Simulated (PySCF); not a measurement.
**Two-photon absorption: `C#CC=C=CC#C`, C7H4**

Molfile (atoms numbered from 1):
```
C7H4
     RDKit          3D

 11 10  0  0  0  0  0  0  0  0999 V2000
    3.2016    0.3009   -0.6763 C   0  0  0  0  0  0  0  0  0  0  0  0
    2.2490   -0.3163   -0.2487 C   0  0  0  0  0  0  0  0  0  0  0  0
    1.1540   -1.0632    0.2738 C   0  0  0  0  0  0  0  0  0  0  0  0
   -0.1076   -0.8327   -0.0201 C   0  0  0  0  0  0  0  0  0  0  0  0
   -1.3715   -0.6178   -0.3158 C   0  0  0  0  0  0  0  0  0  0  0  0
   -2.2279    0.2582    0.4116 C   0  0  0  0  0  0  0  0  0  0  0  0
   -2.9815    0.9964    1.0100 C   0  0  0  0  0  0  0  0  0  0  0  0
    4.0396    0.8530   -1.0592 H   0  0  0  0  0  0  0  0  0  0  0  0
    1.3886   -1.8832    0.9678 H   0  0  0  0  0  0  0  0  0  0  0  0
   -1.8040   -1.1433   -1.1795 H   0  0  0  0  0  0  0  0  0  0  0  0
   -3.6420    1.6529    1.5454 H   0  0  0  0  0  0  0  0  0  0  0  0
  1  2  3  0
  2  3  1  0
  3  4  2  0
  4  5  2  0
  5  6  1  0
  6  7  3  0
  1  8  1  0
  3  9  1  0
  5 10  1  0
  7 11  1  0
M  END
```

Method used: PySCF 2.14.0, TDDFT CAM-B3LYP/def2-TZVPD excited states, vertical, gas phase. Geometry: PBE0-D3(BJ)/def2-SVP.

(1) How strongly do the lowest singlets absorb one photon, and two photons of half the energy?

## Answers

(1) δ for parallel linear polarisation; σ at the peak of a Lorentzian of half width 0.1 eV, single beam; Ω is circular over linear.
| state | E (eV) | f | photon λ (nm) | δ (au) | σ (GM) | Ω | main |
| --- | --- | --- | --- | --- | --- | --- | --- |
| S1 | 4.96 | 0.000 | 499 | <0.1 | 0.00 | – | HOMO→LUMO 0.46, HOMO−1→LUMO+1 0.45 |
| S2 | 5.12 | 0.000 | 485 | 0.47 | 0.00 | 1.20 | HOMO→LUMO+1 0.45, HOMO−1→LUMO 0.45 |
| S3 | 5.58 | 0.081 | 445 | 0.47 | 0.01 | 1.50 | HOMO−2→LUMO 0.47, HOMO−3→LUMO+1 0.31 |
| S4 | 5.59 | 0.000 | 443 | 0.16 | 0.00 | 1.45 | HOMO−2→LUMO+1 0.50, HOMO−3→LUMO 0.40 |
| S5 | 5.61 | 0.640 | 442 | 3.86 | 0.04 | 1.50 | HOMO−1→LUMO+1 0.36, HOMO→LUMO 0.36 |
| S6 | 5.69 | 0.027 | 436 | 67.5 | 0.80 | 0.73 | HOMO→LUMO+1 0.39, HOMO−1→LUMO 0.39 |

Among these, the strongest one-photon state is S5, the strongest two-photon state S6, with a dipole change of 0.6 D (relaxed, norm of the difference vector).
